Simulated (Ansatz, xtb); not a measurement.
Ranking isomers of CH5BFO+

3 gas-phase structures of CH5BFO+, found in a search over its isomers (lower ones may exist). Each was relaxed with GFN2-xTB; where two conformers were screened, the lower at r2SCAN-D4/def2-SVP//GFN2-xTB is listed:

A. `[OH2+]CBF`, a singlet
B. `C[OH+]BF`, a singlet
C. `CB([OH2+])F`, a singlet

Q: Estimate their order in r2SCAN-D4/def2-SVP//GFN2-xTB energy at these geometries, lowest first.

A: Calculated order at r2SCAN-D4/def2-SVP//GFN2-xTB: C (0.000), B (1.054), A (2.210) eV.

Energies above the lowest of each column, in eV; the last columns are at r2SCAN-D4/def2-SVP geometries:

```tsv
structure	GFN2-xTB	HF/STO-3G	r2SCAN-D4/def2-SVP//GFN2-xTB	r2SCAN-D4/def2-SVP	CCSD(T)/def2-TZVP
C	0.000	0.000	0.000	0.000	0.000
B	0.096	0.460	1.054	0.984	0.835
A	1.414	2.211	2.210	2.143	2.055
```

Every level run on C puts it lowest or level with the lowest. Flexible structures stand in one conformer each, not always the lowest.

Programs: Ansatz 0.2.0, xtb 6.7.1.
